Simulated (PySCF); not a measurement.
C$_{4}$H$_{5}$ (SMILES C=[C-]C=C), charge -1, singlet, geometry from GFN2-xTB (in this run its highest filled SCF level lies above zero, so its values depend strongly on the basis, on diffuse functions most of all), atoms displaced at random by about 0.05 Å a coordinate. Base run: PBE0/STO-3G (PySCF).

The PySCF input:
```python
from pyscf import gto, scf, dft
from pyscf.geomopt import geometric_solver

mol = gto.M(
    atom='''
C     0.763016    1.670658   -0.205294
C     0.376496    0.595011    0.452301
C    -0.622494   -0.437670    0.285520
C    -0.489646   -1.744711   -0.281752
H     1.681920    2.291626    0.205176
H     0.541598    1.982879   -1.204386
H    -1.591505   -0.227791    0.708399
H     0.611905   -2.090434   -0.790363
H    -1.112012   -2.460872   -0.180968
''',
    basis='sto-3g',
    charge=-1,
    spin=0,
    verbose=3,
)

def method(m):
    mf = dft.RKS(m)
    mf.xc = 'pbe0'
    return mf

conv, mol_eq = geometric_solver.kernel(method(mol), maxsteps=100)
print('optimisation converged:', conv)
print(mol_eq.tostring(format='xyz'))
mf = method(mol_eq)
mf.kernel()
```

The base run was repeated with changes; each row names its change, and settings that it needs were set with it.

```
change                           ΔE vs base (kcal/mol)  optimiser steps  core-seconds (rough)
-------------------------------  ---------------------  ---------------  --------------------
base                                             0.000               13                    60
convergence_set = GAU_VERYTIGHT                 -0.001               46                   200
trust = 0.02                                     0.000               14                    60
coordsys = prim                                  0.000               14                    60
coordsys = cart                                  0.002               31                   100
convergence_set = GAU_LOOSE                      0.000               13                    60
convergence_set = GAU_TIGHT                     -0.001               31                   100
```
